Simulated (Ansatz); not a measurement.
Reaction (silylene formation by 1,1-elimination): `C=C[SiH](N)OC` → `C=C` + `CO[Si]N`

Gas-phase electronic energies from Ansatz, PBE0-D4/def2-TZVP geometries. CCSD(T)/CBS is the MP2 limit (def2-TZVPP, def2-QZVPP) plus CCSD(T) − MP2 in def2-TZVPP, frozen cores. This one scheme is used for every species. Functionals use def2-TZVPP. One conformer a species, not always the lowest.

| level | ΔE (kcal/mol) |
| --- | --- |
| B2PLYP | 29.3 |
| r2SCAN | 33.5 |

Question: What does CCSD(T)/CBS give? (Estimate.)

Answer: The calculation gave: +32.2 kcal/mol. The listed levels differ from it by -2.9, 1.3 kcal/mol.

Largest T1 diagnostic among the species: 0.013.

The D4 term adds +4.2 kcal/mol with B3LYP and +2.4 kcal/mol with PBE0; it sums over pairs of atoms, weighted by their polarisabilities, and B3LYP, whose exchange is more repulsive, gets the larger term. In def2-TZVPP, CCSD(T) changes the Hartree–Fock value by +0.9 kcal/mol (the triples alone add +0.2 kcal/mol) and MP2 by +4.1 kcal/mol.

B3LYP here is the variant with VWN-RPA as its local correlation; programs differ in this.
